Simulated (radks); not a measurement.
Task: Species: the ytterbium ion Yb57+. Configuration: [Ne] 3s2 3p1. Calculated with a radial shooting solver on a logarithmic mesh with Libxc functionals: scalar-relativistic Kohn-Sham, LB94 model potential, spin-polarised, spherical densities, finite nucleus; open shells are filled with parallel spins first (spin-orbit coupling, left out, can overturn this in heavy ions); Fermi nuclear charge, rms radius 5.3108 fm. Some entries of the table are withheld. Estimate them.

orbital  occ.  eigenvalue (eV)  r(max) (bohr)  <r> (bohr)
1s up       1        -66005.07        0.01236     0.01963
1s down     1        -66005.07        0.01236     0.01963
2s up       1        -14776.37            (1)     0.08215
2s down     1        -14775.96            (2)     0.08217
2p up       3              (3)        0.05702     0.07285
2p down     3              (4)        0.05704     0.07288
3s up       1        -6022.768         0.1878      0.1976
3s down     1        -6015.119         0.1876      0.1975
3p up       1        -5668.676         0.1824      0.1930
3p down     0        -5661.984         0.1822      0.1927

Result: 
(1) 2s up r(max) (bohr): 0.07009
(2) 2s down r(max) (bohr): 0.07011
(3) 2p up eigenvalue (eV): -13581.65
(4) 2p down eigenvalue (eV): -13579.52
